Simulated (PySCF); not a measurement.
Be(F)(Et) (C2H5BeF), SMILES C[CH2][Be][F].

Geometry: PBE-D3(BJ)/def2-SVP. One conformer was computed; it need not be the lowest.

These are TDDFT-PBE0/def2-SVPD (PySCF 2.14.0) values and carry that method's errors.

Vertical excitations. The molecule is in vacuum. State labels are in the subgroup Cs.

| state | symmetry | energy (eV) | λ (nm) | f | main pairs |
|---|---|---|---|---|---|
| S1 | A' | 6.91 | 179 | 0.032 | HOMO→LUMO 94 % |
| S2 | A' | 7.15 | 173 | 0.070 | HOMO→LUMO+1 93 % |
| S3 | A" | 7.30 | 170 | 0.031 | HOMO→LUMO+2 97 % |
| S4 | A' | 8.11 | 153 | 0.022 | HOMO→LUMO+3 96 % |
| S5 | A" | 8.35 | 149 | 0.000 | HOMO−1→LUMO 94 % |
| S6 | A" | 8.64 | 143 | 0.041 | HOMO−1→LUMO+1 67 %, HOMO→LUMO+4 27 % |
| S7 | A" | 8.68 | 143 | 0.004 | HOMO→LUMO+4 69 %, HOMO−1→LUMO+1 26 % |
| S8 | A' | 8.81 | 141 | 0.047 | HOMO→LUMO+5 85 % |
| S9 | A' | 8.93 | 139 | 0.022 | HOMO−1→LUMO+2 87 % |
| S10 | A' | 9.16 | 135 | 0.012 | HOMO−2→LUMO 91 % |
| T1 | A' | 6.38 | 194 | 0 | HOMO→LUMO 71 %, HOMO→LUMO+1 20 % |
| T2 | A' | 6.61 | 187 | 0 | HOMO→LUMO+1 68 %, HOMO→LUMO 24 % |
| T3 | A" | 6.67 | 186 | 0 | HOMO→LUMO+2 82 %, HOMO→LUMO+4 15 % |
| T4 | A' | 7.88 | 157 | 0 | HOMO→LUMO+3 93 % |
Triplets are in the Tamm–Dancoff approximation, which puts them higher than full response would, so one can lie above its singlet here.
